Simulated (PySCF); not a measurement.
Match the calculated data to a structure.

All candidates are C7H6ClOP.

- NMR, other nuclei: isotropic shieldings of nuclei other than C and H, by class: -318 (1 O), 23 (1 P), 652 (1 Cl) ppm [GIAO PBE0/pcSseg-1]
- 13C NMR: chemical shifts (computed TMS as zero) by class: 201.9 (1 C), 170.4 (1 C), 169.9 (1 C), 150.1 (1 C), 142.1 (1 C), 138.9 (1 C), 35.3 (1 C) ppm [GIAO PBE0/pcSseg-1]
- Rotational structure: rotational constants A, B, C: 1.250, 1.060, 0.576 GHz [GFN2-xTB]
- Dipole: 3.28 D [PBE0/pcSseg-1]
- 1H NMR: chemical shifts (computed TMS as zero) by class: 9.26 (1 H), 8.02 (1 H), 7.72 (1 H), 2.95 (3 H) ppm [GIAO PBE0/pcSseg-1]

The electronic properties come from PySCF, for the isolated species, density fitting. Levels stand in brackets. Geometry: GFN2-xTB, one conformer, isolated molecule. GFN2-xTB frequencies show an imaginary mode (39i cm⁻¹), so this geometry is no minimum at that level. NMR values are class means; diastereotopic atoms form classes of their own.

Question: Which candidate is it?
A. `Cc1cc(Cl)pc(C=O)c1`
B. `CC(=O)c1pcccc1Cl`
C. `Cc1cpc(Cl)cc1C=O`
D. `CC(=O)c1ccpc(Cl)c1`

Answer: B. It is `CC(=O)c1pcccc1Cl`. Numbering: `[CH3:1][C:2](=[O:3])[c:4]1[p:5][cH:6][cH:7][cH:8][c:9]1[Cl:10]`. 7 carbons fall into 7 classes; from least to most shielded: ketone carbonyl carbon [C2] (201.9 ppm), aromatic CH carbon [C6] (170.4 ppm), substituted aromatic carbon [C4] (169.9 ppm), aromatic C–Cl carbon [C9] (150.1 ppm), aromatic CH carbon [C7] (142.1 ppm), aromatic CH carbon [C8] (138.9 ppm), methyl carbon next to a carbonyl [C1] (35.3 ppm). Hydrogen classes from least to most shielded: 1 H on an aromatic CH carbon, C6 (9.26 ppm), 1 H on an aromatic CH carbon, C7 (8.02 ppm), 1 H on an aromatic CH carbon, C8 (7.72 ppm), 3 H on a methyl carbon next to a carbonyl, C1 (2.95 ppm). The other shieldings belong to: -318 ppm, ketone oxygen [O3]; 23 ppm, phosphorus bonded to 2 C [P5]; 652 ppm, aryl chlorine [Cl10]. The optimised geometry has point group Cs and is an asymmetric top.

The others, at the same levels:
- `Cc1cpc(Cl)cc1C=O` fails: its computed 13C shifts are 194.2 (1 C), 182.1 (1 C), 168.9 (1 C), 147.2 (1 C), 139.6 (1 C), 137.4 (1 C), 24.5 (1 C) ppm, 1H shifts are 10.74 (1 H), 8.88 (1 H), 8.87 (1 H), 2.93 (3 H) ppm and rotational constant A is 1.404 GHz (against 1.250 GHz).
- `Cc1cc(Cl)pc(C=O)c1` fails: its computed 13C shifts are 195.4 (1 C), 183.4 (1 C), 176.6 (1 C), 149.1 (1 C), 145.2 (1 C), 138.4 (1 C), 26.0 (1 C) ppm, 1H shifts are 10.19 (1 H), 8.76 (1 H), 8.13 (1 H), 2.74 (3 H) ppm and rotational constant A is 1.447 GHz (against 1.250 GHz).
- `CC(=O)c1ccpc(Cl)c1` fails: its computed 13C shifts are 200.4 (1 C), 183.6 (1 C), 167.3 (1 C), 141.0 (1 C), 139.8 (1 C), 136.2 (1 C), 28.6 (1 C) ppm, 1H shifts are 9.25 (1 H), 8.94 (1 H), 8.49 (1 H), 2.72 (3 H) ppm and rotational constant A is 1.649 GHz (against 1.250 GHz).

Each candidate is one conformer, not necessarily the lowest. The conformers computed, where there is a choice (atom-mapped SMILES and torsion angles):
- `[CH3:1][C:2](=[O:3])[c:4]1[p:5][cH:6][cH:7][cH:8][c:9]1[Cl:10]`: C1–C2–C4–P5 -179°
- `[CH3:1][c:2]1[cH:3][p:4][c:5]([Cl:6])[cH:7][c:8]1[CH:9]=[O:10]`: C7–C8–C9–O10 0°
- `[CH3:1][c:2]1[cH:3][c:4]([Cl:5])[p:6][c:7]([CH:8]=[O:9])[cH:10]1`: P6–C7–C8–O9 -179°
- `[CH3:1][C:2](=[O:3])[c:4]1[cH:5][cH:6][p:7][c:8]([Cl:9])[cH:10]1`: C1–C2–C4–C5 179°
